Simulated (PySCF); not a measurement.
CH₆InN, SMILES C[NH][InH2].

Geometry optimised at B3LYP-D3(BJ)/def2-SVP. The def2 effective core potentials stand for the cores of In; spin–orbit coupling is left out.

All values below come from PBE0/def2-TZVPD (PySCF).

Gas-phase values at a fixed geometry.

| Quantity | Result |
|---|---|
| total energy | -286.49235 hartree |
| point group | Cs |
| highest occupied level | -6.28 eV |
| lowest empty level | -1.19 eV |
| orbital gap | 5.09 eV |
| dipole moment | 0.26 D |
| quadrupole, principal values (traceless, Buckingham form, about the centre of nuclear charge) | -2.82, 0.58, 2.24 D·Å |
| mean static polarisability | 65.3 bohr³ (9.68 Å³) |
| polarisability, principal values | 50.4, 62.8, 82.7 bohr³ |
